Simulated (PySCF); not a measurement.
CH7BSi, SMILES B[SiH2]C, CAM-B3LYP/def2-SVP optimised geometry.

```
10

B      1.63    -0.62     0.00
Si    -0.39    -0.62     0.00
C     -1.19     1.08     0.00
H      2.23    -1.66     0.11
H      2.29     0.38    -0.12
H     -0.81    -1.38    -1.22
H     -0.87    -1.41     1.18
H     -2.29     1.00    -0.02
H     -0.88     1.66    -0.88
H     -0.91     1.65     0.90
```

Density from CAM-B3LYP/def2-TZVP in PySCF 2.14.0 at that geometry.

Minimum of the electron density along straight lines between bonded atoms, close to the bond critical point (lines longer than 1.1 times the sum of covalent radii, or with two minima, are not listed):

```csv
bond,length / Å,ρ at the minimum / e bohr⁻³,∇²ρ there / e bohr⁻⁵,position (fraction from the first atom)
B1–Si2,2.015,0.114,-0.04,0.62
Si2–C3,1.884,0.120,0.16,0.39
B1–H4,1.207,0.183,-0.43,0.44
B1–H5,1.207,0.183,-0.42,0.44
Si2–H6,1.499,0.117,0.14,0.49
Si2–H7,1.496,0.118,0.15,0.49
C3–H8,1.100,0.268,-0.88,0.64
C3–H9,1.101,0.268,-0.88,0.64
C3–H10,1.101,0.267,-0.88,0.64
```
